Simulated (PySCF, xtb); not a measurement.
CBr2F2, SMILES BrC(F)(Br)F.

Harmonic wavenumbers (cm⁻¹) from GFN2-xTB (xtb) at its own minimum, in rising order: 139, 251, 271, 296, 321, 548, 653, 1040, 1098.

Task: What does PySCF with PBE-D3(BJ)/def2-SVP give at its own minimum? (The exact figures need the calculation; the answer reports its results.)

Result: 158, 268, 312, 324, 357, 616, 767, 1091, 1176. Paired by order, the mean absolute difference is 50 cm⁻¹ and the zero-point energies are 6.6 and 7.2 kcal/mol.
